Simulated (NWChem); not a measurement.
CH$_{4}$Te; SMILES [TeH]C

def2 effective core potentials on Te; no spin-orbit coupling.

**Question.** Give the equilibrium geometry at PBE-D3(BJ)/def2-SVP with def2 effective core potentials on Te (NWChem) as an XYZ file, with the point group.

**Answer.** point group Cs; any orientation.
```
6

Te    -0.0344     0.3341     0.0012
H      1.6442     0.4381    -0.0019
C     -0.0117    -1.8452     0.0003
H      0.4939    -2.2187     0.9079
H      0.4824    -2.2185    -0.9137
H     -1.0706    -2.1635     0.0071
```
